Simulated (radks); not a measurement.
The numbers below are computed, except where a source is named.
Dy+, 65 electrons, occupied as [Xe] 4f9.5 6s1 6p0.5 (fractional occupations, a model configuration). Code: a radial shooting solver on a logarithmic mesh with Libxc functionals. Model: non-relativistic Kohn-Sham, LDA (Slater exchange, Perdew-Wang correlation), spin-polarised, spherical densities, point nucleus; open shells are filled with parallel spins first (spin-orbit coupling, left out, can overturn this in heavy ions); relativity is left out, which matters for an element this heavy.

X-ray form factor f0, the Fourier transform of the density (f0(0) = 65):

| sin(theta)/lambda (1/angstrom) | f0 (electrons) |
|---|---|
| 0.05 | 63.898 |
| 0.1 | 61.266 |
| 0.15 | 58.076 |
| 0.2 | 54.706 |
| 0.25 | 51.282 |
| 0.3 | 47.937 |
| 0.4 | 41.909 |
| 0.5 | 36.906 |
| 0.6 | 32.714 |
| 0.8 | 26.051 |
| 1 | 21.335 |
| 1.25 | 17.620 |
| 1.5 | 15.270 |
| 2 | 11.675 |
